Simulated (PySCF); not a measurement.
$^{33}$S chemical shifts

[PySCF 2.14.0 with density-fitted response routines: shieldings: GIAO PBE0/pcSseg-1; structure optimised with GFN2-xTB; non-relativistic; a single conformation; gas phase; one averaged value for each set of equivalent atoms]

Shieldings were converted by a linear fit to measured shifts: $^{33}$S: δ = 158.28 − 0.937σ (rms 33.3 ppm, 20 shifts vs sulfate, solution or neat liquid). A few per cent of atoms miss by over 2 rms, more outside the fitted compound classes.

Question: Give the $^{33}$S shifts of `CSCS[SiH2]SC`, `FC(F)(F)CP1(=S)C=C1`.

Answer: 
```json
{"compound": "[CH3:1][S:2][CH2:3][S:4][SiH2:5][S:6][CH3:7]", "environment": "S2: sulfide sulfur", "δ (ppm)": "-321"}
{"compound": "[CH3:1][S:2][CH2:3][S:4][SiH2:5][S:6][CH3:7]", "environment": "S4: sulfur bonded to C, Si", "δ (ppm)": "-456"}
{"compound": "[CH3:1][S:2][CH2:3][S:4][SiH2:5][S:6][CH3:7]", "environment": "S6: sulfur bonded to C, Si", "δ (ppm)": "-500"}
{"compound": "FC(F)(F)CP1(=S)C=C1", "environment": "sulfur bonded to P", "δ (ppm)": "-518"}
```

Question: Order these by $^{33}$S shift, lowest first.
A. FC[SiH2]S[SiH3]
B. CSc1cncpc1
C. C[SiH2][Si@H](F)S
D. COc1scpc1C#N

Answer: A (-628 ppm, sulfur bonded to 2 Si), C (-500 ppm, sulfur bonded to Si, H), B (-297 ppm, sulfide sulfur), D (-57 ppm, aromatic ring sulfur).
